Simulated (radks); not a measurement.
Spherical jellium clusters: N electrons in a uniform positive sphere of charge N and radius rs N^(1/3), rs = 5.53 bohr. Calculated with a radial shooting solver with Libxc functionals: non-relativistic Kohn-Sham, LDA (Slater exchange, Perdew-Wang correlation), spin-polarised, spherical densities. Levels are named by radial order and angular momentum (1s, 1p, 1d, 2s, ...), and open shells are averaged over m.

N = 10, configuration 1s2 1p6 1d(up 2, down 0). This is the lowest configuration that the search found. Occupied and some empty levels:

level    occupation  eigenvalue (eV)  <r> (bohr)
1s up             1          -3.3540       7.859
1s down           1          -3.2220       7.674
1p up             3          -2.7849       9.113
1p down           3          -2.6239       9.074
1d up             2          -2.0350       10.15
1d down           0          -1.8675       10.20
2s up             0          -1.5750       8.896
2s down           0          -1.4986       9.020
1f up             0          -1.1682       11.22
1f down           0          -1.0105       11.37
2p up             0         -0.76720       11.72
2p down           0         -0.69015       11.95

Energy (eV): total -17.1153, kinetic 10.023, external -272.18, Hartree 135.52, exchange-correlation -27.522, background 137.04.
